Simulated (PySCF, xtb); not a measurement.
CH₁₃NSi₄, SMILES N[Si@@H](C[SiH3])[SiH2][SiH3]. Other conformers were not sampled.

Harmonic wavenumbers (cm⁻¹) from GFN2-xTB run with xtb at its own minimum, in rising order: 8, 29, 34, 59, 103, 112, 150, 165, 180, 220, 329, 388, 435, 441, 485, 488, 509, 531, 558, 596, 622, 667, 691, 706, 778, 787, 794, 802, 803, 821, 829, 835, 847, 886, 1034, 1148, 1470, 1528, 2101, 2120, 2150, 2207, 2214, 2222, 2235, 2254, 2260, 2957, 2972, 3473, 3506.

Task: What does PBE-D3(BJ)/def2-SVP (PySCF) give at its own minimum? (An estimate is asked for; the answer gives what the named calculation found.)

Result: 30, 43, 56, 81, 105, 146, 158, 179, 201, 273, 324, 385, 434, 457, 463, 479, 490, 550, 623, 652, 655, 693, 718, 757, 784, 815, 835, 873, 881, 900, 904, 906, 910, 926, 978, 1027, 1327, 1499, 2116, 2131, 2142, 2146, 2148, 2157, 2159, 2169, 2177, 2986, 3047, 3472, 3565. Paired by order, the mean absolute difference is 41 cm⁻¹ and the zero-point energies are 78.0 and 78.5 kcal/mol.
